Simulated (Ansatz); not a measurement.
A set of 12 reactions (silylene extrusion), with CCSD(T)/CBS values in kJ/mol:

```json
{"reaction": "`O=CO[SiH](F)Br` → `F[Si]Br` + `O=CO`", "ΔE": "236.8"}
{"reaction": "`[AlH2][SiH2][GeH3]` → `[AlH2][GeH3]` + `[SiH2]`", "ΔE": "239.3"}
{"reaction": "`B[Si](O)(O)F` → `BO` + `O[Si]F`", "ΔE": "85.9"}
{"reaction": "`C[Si](C)(N)O` → `C[Si]C` + `NO`", "ΔE": "635.3"}
{"reaction": "`O[SiH](O)[GeH3]` → GeH₄ + `O[Si]O`", "ΔE": "132.3"}
{"reaction": "`CB(N)[SiH2]O` → `CB(N)O` + `[SiH2]`", "ΔE": "182.1"}
{"reaction": "`O[SiH2]/C=C/[SiH3]` → `O/C=C/[SiH3]` + `[SiH2]`", "ΔE": "374.7"}
{"reaction": "`N[Si](F)(Cl)Cl` → Cl₂ + `N[Si]F`", "ΔE": "512.0"}
{"reaction": "`C[Si](C)(N)O` → `C[Si]N` + CH₃OH", "ΔE": "376.7"}
{"reaction": "`N[SiH](F)[SeH]` → `N[Si]F` + H₂Se", "ΔE": "198.2"}
{"reaction": "`C[SiH2]N(C)C` → CH₄ + `CN(C)[SiH]`", "ΔE": "137.7"}
{"reaction": "`N[Si](F)(F)[SiH3]` → `N[Si]F` + `F[SiH3]`", "ΔE": "152.3"}
```

Calculated with Ansatz (gas phase, PBE0-D4/def2-TZVP geometries, no zero-point term in ΔE). CCSD(T)/CBS is the MP2 limit (def2-TZVPP, def2-QZVPP) plus CCSD(T) − MP2 in def2-TZVPP, frozen cores. This one scheme is used for every species. Double bonds are as drawn, so ΔE can hold a change between cis and trans. DFT in def2-TZVPP. B3LYP here is the variant with VWN-RPA as its local correlation; programs differ in this. For Br, Ge, Se outer-core shells are correlated without core-valence functions, which leaves a few kJ/mol of doubt a bond. Scalar relativity is left out up to krypton. Each species was taken in one conformer, which may not be the lowest.

Q: Give the mean, mean absolute and largest difference (level minus CCSD(T)/CBS, kJ/mol) for: PBE-D4, r2SCAN-D4, PBE0-D4, B3LYP-D4, ωB97X-V, ωB97M-V, PBE, r2SCAN, HF/def2-TZVPP, MP2/def2-TZVPP, CCSD/def2-TZVPP, HF/def2-QZVPP, SCS-MP2/def2-QZVPP, CCSD/CBS(def2). (Best estimate.)

A: Ansatz gave: 
```
             level   mean  mean absolute  largest
            PBE-D4  -12.5           17.1    -35.9
         r2SCAN-D4   12.7           12.7     24.0
           PBE0-D4    4.3            8.9     20.7
          B3LYP-D4  -12.1           12.1    -20.1
           ωB97X-V    4.8            6.0     12.8
           ωB97M-V  -10.7           10.7    -18.2
               PBE  -21.8           23.0    -46.2
            r2SCAN   10.2           10.2     22.0
     HF/def2-TZVPP   -9.2           12.6    -29.6
    MP2/def2-TZVPP   11.3           11.3     28.7
   CCSD/def2-TZVPP   -7.6            7.6    -14.1
     HF/def2-QZVPP   -9.0           12.2    -28.7
SCS-MP2/def2-QZVPP    3.7            5.2     11.7
    CCSD/CBS(def2)   -0.8            2.2     -6.0
```

The largest T1 diagnostic in the set is 0.016, for `O=CO` (customary mark 0.02).

CCSD(T)/CBS is a level of theory with its own doubt, and the functionals carry their triple-zeta basis error, so these figures describe this set and don't rank the functionals.
